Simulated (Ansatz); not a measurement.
Reaction (ligand exchange at the Si–F bond): `CO[Si](O)(F)Cl` + HBr → `CO[Si](O)(Cl)Br` + H–F

Program: Ansatz. Geometries: PBE0-D4/def2-TZVP. ΔE: electronic, gas phase. CBS: MP2 limit from def2 TZ/QZ plus the TZ coupled-cluster correction, frozen cores. This one scheme is used for every species. Functionals use def2-TZVPP. B3LYP here is the variant with VWN-RPA as its local correlation; programs differ in this. For Br outer-core shells are correlated without core-valence functions, which leaves a few kJ/mol of doubt a bond. Scalar relativity is left out up to krypton. Each species was taken in one conformer, which may not be the lowest.

| level | ΔE (kJ/mol) | difference from CCSD(T)/CBS |
| --- | --- | --- |
| PBE-D4 | 43.8 | -6.5 |
| r2SCAN-D4 | 56.9 | 6.6 |
| PBE0-D4 | 46.0 | -4.3 |
| B3LYP-D4 | 56.8 | 6.5 |
| ωB97X-V | 57.3 | 7.0 |
| ωB97M-V | 55.8 | 5.5 |
| B2PLYP | 62.2 | 11.9 |
| PBE0 | 51.8 | 1.5 |
| B3LYP | 67.6 | 17.3 |
| MP2/def2-TZVPP | 48.0 | -2.3 |
| SCS-MP2/def2-TZVPP | 56.9 | 6.6 |
| CCSD(T)/def2-TZVPP | 57.8 | 7.5 |
| HF/def2-QZVPP | 80.8 | 30.5 |
| MP2/def2-QZVPP | 44.5 | -5.8 |
| SCS-MP2/def2-QZVPP | 53.9 | 3.6 |
| CCSD/CBS(def2) | 54.5 | 4.2 |
| CCSD(T)/CBS | 50.3 | 0 |

Largest T1 diagnostic among the species: 0.011.

In def2-TZVPP, CCSD(T) changes the Hartree–Fock value by −20.7 kJ/mol (the triples alone add −4.2 kJ/mol) and MP2 by −30.5 kJ/mol. The D4 term adds −10.9 kJ/mol with B3LYP and −5.9 kJ/mol with PBE0; it sums over pairs of atoms, weighted by their polarisabilities, and B3LYP, whose exchange is more repulsive, gets the larger term.

CCSD(T)/CBS has its own doubt, a few kJ/mol and more with outer-core shells, so smaller differences from it don't rank the levels.
